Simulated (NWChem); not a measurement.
System: C$_{3}$H$_{5}$FSi; SMILES C#C[Si@H](C)F

Here is an NWChem input.

```
start job
memory heap 200 mb stack 900 mb global 1100 mb
geometry units angstroms noautosym nocenter noautoz
  C      0.063592     2.566385    -0.193925
  C     -0.012582     1.372207     0.028007
  Si    -0.092292    -0.426541     0.371847
  C      1.404780    -1.291890    -0.304241
  F     -1.421290    -1.015254    -0.361381
  H      0.126176     3.622627    -0.389882
  H     -0.270884    -0.636682     1.833365
  H      1.493758    -1.120021    -1.387603
  H      2.317940    -0.912188     0.180268
  H      1.343804    -2.376361    -0.125669
end
basis spherical
  C library def2-svp
  Si library def2-svp
  F library def2-svp
  H library def2-svp
end
dft
  xc b3lyp
  iterations 150
  mulliken
end
task dft energy
esp
  recalculate
  probe 0.07
  range 0.3
  factor 1.0
  spacing 0.02
end
task esp
```

Output (shortened):

```
             Northwest Computational Chemistry Package (NWChem) 7.3.0
             --------------------------------------------------------

                             Geometry "geometry" -> ""
                             -------------------------

 Output coordinates in angstroms (scale by  1.889725989 to convert to a.u.)

  No.       Tag          Charge          X              Y              Z
 ---- ---------------- ---------- -------------- -------------- --------------
    1 C                    6.0000     0.06359200     2.56638500    -0.19392500
    2 C                    6.0000    -0.01258200     1.37220700     0.02800700
    3 Si                  14.0000    -0.09229200    -0.42654100     0.37184700
    4 C                    6.0000     1.40478000    -1.29189000    -0.30424100
    5 F                    9.0000    -1.42129000    -1.01525400    -0.36138100
    6 H                    1.0000     0.12617600     3.62262700    -0.38988200
    7 H                    1.0000    -0.27088400    -0.63668200     1.83336500
    8 H                    1.0000     1.49375800    -1.12002100    -1.38760300
    9 H                    1.0000     2.31794000    -0.91218800     0.18026800
   10 H                    1.0000     1.34380400    -2.37636100    -0.12566900

 Effective nuclear repulsion energy (a.u.)     204.3753232470

                                 NWChem DFT Module
                                 -----------------

 Summary of "ao basis" -> "ao basis" (spherical)
 ------------------------------------------------------------------------------
       Tag                 Description            Shells   Functions and Types
 ---------------- ------------------------------  ------  ---------------------
 C                          def2-svp                 6       14   3s2p1d
 Si                         def2-svp                 8       18   4s3p1d
 F                          def2-svp                 6       14   3s2p1d
 H                          def2-svp                 3        5   2s1p

            General Information
            -------------------
          SCF calculation type: DFT
          Wavefunction type:  closed shell.
          No. of atoms     :    10
          No. of electrons :    46
           Alpha electrons :    23
            Beta electrons :    23
          Charge           :     0
          Spin multiplicity:     1
          Use of symmetry is: off; symmetry adaption is: off
          Maximum number of iterations: 150
          AO basis - number of functions:    99
                     number of shells:    47
          Convergence on energy requested:  1.00D-06
          Convergence on density requested:  1.00D-05
          Convergence on gradient requested:  5.00D-04

              XC Information
              --------------
                         B3LYP Method XC Potential
                     Hartree-Fock (Exact) Exchange  0.200
                        Slater Exchange Functional  0.800 local
                    Becke 1988 Exchange Functional  0.720 non-local
              Lee-Yang-Parr Correlation Functional  0.810
                  VWN I RPA Correlation Functional  0.190 local

             Grid Information
             ----------------
          Grid used for XC integration:  medium
          Radial quadrature: Mura-Knowles
          Angular quadrature: Lebedev.
          Tag              B.-S. Rad. Rad. Pts. Rad. Cut. Ang. Pts.
          ---              ---------- --------- --------- ---------
          C                   0.70       49          12.0       434
          Si                  1.10       88          11.0       590
          F                   0.50       49          12.0       434
          H                   0.35       45          14.0       434
          Grid pruning is: on
          Number of quadrature shells:   509
          Spatial weights used:  Erf1

      Superposition of Atomic Density Guess
      -------------------------------------

 Sum of atomic energies:        -503.40188233

      Non-variational initial energy
      ------------------------------

 Total energy =    -505.493379
 1-e energy   =   -1098.975161
 2-e energy   =     389.106458
 HOMO         =      -0.348073
 LUMO         =      -0.000721

     ---------------------------------------------
      Total Density - Mulliken Population Analysis
     ---------------------------------------------

    Atom       Charge   Shell Charges
 -----------   ------   -------------------------------------------------------
    1 C    6     6.16   1.99  0.98  0.57  1.85  0.74  0.03
    2 C    6     6.25   1.99  1.02  0.31  1.97  0.93  0.03
    3 Si  14    12.88   2.00  1.99  0.92  0.19  5.93  0.95  0.63  0.26
    4 C    6     6.59   1.99  0.96  0.28  2.12  1.23  0.01
    5 F    9     9.58   1.99  1.15  0.78  3.52  2.14  0.00
    6 H    1     0.88   0.63  0.22  0.03
    7 H    1     1.09   0.70  0.38  0.01
    8 H    1     0.86   0.65  0.19  0.03
    9 H    1     0.85   0.64  0.18  0.03
   10 H    1     0.86   0.65  0.18  0.03

   convergence    iter        energy       DeltaE   RMS-Dens  Diis-err
 ---------------- ----- ----------------- --------- --------- ---------
 d= 0,ls=0.0,diis     1   -506.3657679648 -7.11D+02  1.38D-02  6.00D-01
 d= 0,ls=0.0,diis     2   -506.3629221941  2.85D-03  7.16D-03  8.46D-01
 d= 0,ls=0.0,diis     3   -506.4332361767 -7.03D-02  1.64D-03  4.83D-02
 d= 0,ls=0.0,diis     4   -506.4363291444 -3.09D-03  7.52D-04  8.23D-03
 d= 0,ls=0.0,diis     5   -506.4371284307 -7.99D-04  2.92D-04  2.50D-03
  Resetting Diis
 d= 0,ls=0.0,diis     6   -506.4374458204 -3.17D-04  5.81D-05  5.05D-05
 d= 0,ls=0.0,diis     7   -506.4374524003 -6.58D-06  2.19D-05  2.04D-06
 d= 0,ls=0.0,diis     8   -506.4374522977  1.03D-07  1.17D-05  2.81D-06
 d= 0,ls=0.0,diis     9   -506.4374526692 -3.72D-07  1.93D-06  7.22D-08

         Total DFT energy =     -506.437452669209
      One electron energy =    -1103.096839537977
           Coulomb energy =      441.788191237173
    Exchange-Corr. energy =      -49.504127615436
 Nuclear repulsion energy =      204.375323247030

 Numeric. integr. density =       45.999992136602

                       DFT Final Molecular Orbital Analysis
                       ------------------------------------

 Vector   21  Occ=2.000000D+00  E=-3.393585D-01
              MO Center=  2.7D-01, -5.0D-01,  2.2D-01, r^2= 3.5D+00
   Bfn.  Coefficient  Atom+Function         Bfn.  Coefficient  Atom+Function
  ----- ------------  ---------------      ----- ------------  ---------------
    50      0.274788   4 C  px               80      0.237773   7 H  s
    66      0.201400   5 F  pz               38      0.182028   3 Si pz
    81      0.171158   7 H  s                64     -0.169925   5 F  px
    52     -0.157513   4 C  pz               36     -0.156620   3 Si px
    53      0.156334   4 C  px               49     -0.149647   4 C  s

 Vector   22  Occ=2.000000D+00  E=-3.002089D-01
              MO Center=  1.3D-02,  1.9D+00, -7.1D-02, r^2= 1.7D+00
   Bfn.  Coefficient  Atom+Function         Bfn.  Coefficient  Atom+Function
  ----- ------------  ---------------      ----- ------------  ---------------
     4      0.343336   1 C  px               18      0.342882   2 C  px
     6      0.237826   1 C  pz               20      0.238823   2 C  pz
     7      0.200889   1 C  px               21      0.195697   2 C  px
     9      0.139395   1 C  pz               23      0.133606   2 C  pz
    65     -0.082838   5 F  py               68      0.060946   5 F  py

 Vector   23  Occ=2.000000D+00  E=-2.933627D-01
              MO Center=  1.1D-01,  1.5D+00,  2.2D-02, r^2= 2.9D+00
   Bfn.  Coefficient  Atom+Function         Bfn.  Coefficient  Atom+Function
  ----- ------------  ---------------      ----- ------------  ---------------
     6      0.322290   1 C  pz               20      0.304520   2 C  pz
     4     -0.229545   1 C  px               18     -0.216663   2 C  px
     9      0.193737   1 C  pz               23      0.170148   2 C  pz
    80     -0.145027   7 H  s                 7     -0.138287   1 C  px
    81     -0.125974   7 H  s                49      0.123446   4 C  s

 Vector   24  Occ=0.000000D+00  E=-1.700707D-02
              MO Center=  1.5D-02,  1.1D+00,  1.1D-01, r^2= 3.7D+00
   Bfn.  Coefficient  Atom+Function         Bfn.  Coefficient  Atom+Function
  ----- ------------  ---------------      ----- ------------  ---------------
    39      0.475111   3 Si px                7     -0.418378   1 C  px
    21      0.313400   2 C  px                4     -0.310658   1 C  px
     9     -0.290316   1 C  pz               41      0.240101   3 Si pz
    63      0.237820   5 F  s                40      0.227229   3 Si py
    23      0.218337   2 C  pz               18      0.216068   2 C  px

 Vector   25  Occ=0.000000D+00  E=-2.379958D-03
              MO Center=  6.2D-02,  1.3D+00,  4.4D-03, r^2= 3.9D+00
   Bfn.  Coefficient  Atom+Function         Bfn.  Coefficient  Atom+Function
  ----- ------------  ---------------      ----- ------------  ---------------
    49      0.678695   4 C  s                 9     -0.469117   1 C  pz
    23      0.393894   2 C  pz               81     -0.326357   7 H  s
     7      0.322644   1 C  px                6     -0.318843   1 C  pz
    41      0.307754   3 Si pz               96     -0.305322  10 H  s
    21     -0.270321   2 C  px               20      0.255415   2 C  pz

 Vector   26  Occ=0.000000D+00  E= 6.368352D-02
              MO Center=  1.3D+00, -1.2D+00, -2.2D-01, r^2= 5.5D+00
   Bfn.  Coefficient  Atom+Function         Bfn.  Coefficient  Atom+Function
  ----- ------------  ---------------      ----- ------------  ---------------
    49      2.537997   4 C  s                91     -1.057387   9 H  s
    32     -1.049354   3 Si s                86     -1.037517   8 H  s
    96     -0.773111  10 H  s                81      0.481887   7 H  s
    40      0.451066   3 Si py               39     -0.256364   3 Si px
    48      0.183445   4 C  s                63      0.160348   5 F  s

     ---------------------------------------------
      Total Density - Mulliken Population Analysis
     ---------------------------------------------

    Atom       Charge   Shell Charges
 -----------   ------   -------------------------------------------------------
    1 C    6     6.21   1.99  0.92  0.60  1.99  0.69  0.02
    2 C    6     5.99   1.99  0.94  0.30  2.02  0.72  0.02
    3 Si  14    13.29   2.00  1.98  1.03  0.11  5.93  1.24  0.64  0.37
    4 C    6     6.26   1.98  0.90  0.22  2.14  0.99  0.02
    5 F    9     9.34   1.99  1.13  0.80  3.36  2.06  0.00
    6 H    1     0.98   0.74  0.22  0.03
    7 H    1     1.12   0.75  0.35  0.01
    8 H    1     0.94   0.73  0.19  0.02
    9 H    1     0.94   0.73  0.19  0.03
   10 H    1     0.94   0.73  0.19  0.03

     -------------------------------------------
      Total Density - Lowdin Population Analysis
     -------------------------------------------

    Atom       Charge   Shell Charges
 -----------   ------   -------------------------------------------------------
    1 C    6     6.02   1.97  0.64  0.36  1.80  1.21  0.05
    2 C    6     6.21   1.97  0.67  0.37  1.85  1.30  0.05
    3 Si  14    13.37   2.00  1.93  0.61  0.29  5.81  1.25  0.90  0.58
    4 C    6     6.25   1.96  0.59  0.33  1.91  1.40  0.05
    5 F    9     9.21   1.98  1.02  0.77  3.22  2.22  0.01
    6 H    1     0.96   0.60  0.28  0.08
    7 H    1     1.11   0.66  0.43  0.02
    8 H    1     0.96   0.62  0.26  0.07
    9 H    1     0.96   0.62  0.26  0.07
   10 H    1     0.96   0.62  0.26  0.07

     Multipole analysis of the density
     ---------------------------------

     L   x y z        total         alpha         beta         nuclear
     -   - - -        -----         -----         ----         -------
     0   0 0 0     -0.000000    -23.000000    -23.000000     46.000000

     1   1 0 0      0.707758      0.673398      0.673398     -0.639037
     1   0 1 0      0.264755      0.747741      0.747741     -1.230728
     1   0 0 1      0.060162      0.745386      0.745386     -1.430610

     2   2 0 0    -28.748220    -85.196811    -85.196811    141.645401
     2   1 1 0     -1.222572      4.435864      4.435864    -10.094300
     2   1 0 1     -0.538418      1.280385      1.280385     -3.099188
     2   0 2 0    -22.502632   -178.940972   -178.940972    335.379312
     2   0 1 1     -1.118160     -0.189385     -0.189385     -0.739390
     2   0 0 2    -27.767022    -30.638656    -30.638656     33.510291

                     NWChem Electrostatic Potential Fit Module
                     -----------------------------------------

 Atom parameters

 Number of atoms is                                   10
 Number of basis functions is                         99

 Grid parameters

 Maximum number of grid points is                  44109
 Number of grid points is                          44108
 Grid range                                     0.300000 nm
 Grid spacing                                   0.020000 nm
 Probe radius                                   0.070000 nm
 Atom radius factor                             1.000000

 Atomic radii

    1    0.100000
    6    0.147000
    9    0.128000
   14    0.187000
 FASTESP  F
  using M.O. file = ./job.movecs

    Atom              Coordinates                           Charge

                                                  ESP

    1 C     0.006359    0.256639   -0.019393   -0.226399
    2 C    -0.001258    0.137221    0.002801   -0.261228
    3 Si   -0.009229   -0.042654    0.037185    0.897054
    4 C     0.140478   -0.129189   -0.030424   -0.376143
    5 F    -0.142129   -0.101525   -0.036138   -0.353273
    6 H     0.012618    0.362263   -0.038988    0.245486
    7 H    -0.027088   -0.063668    0.183337   -0.182720
    8 H     0.149376   -0.112002   -0.138760    0.099969
    9 H     0.231794   -0.091219    0.018027    0.070199
   10 H     0.134380   -0.237636   -0.012567    0.087054
                                            ------------
                                               -0.000000

 Dipole moment                                  0.789716

 Quadrupole moment Qxx                         -8.052689
                   Qyy                         11.268339
                   Qzz                         -3.215650

 RMS deviation kJ/mol                           0.051719

 RRMS %                                        29.737371
```

Level: B3LYP/def2-SVP. Geometry: optimised at PBE0/def2-SVP.
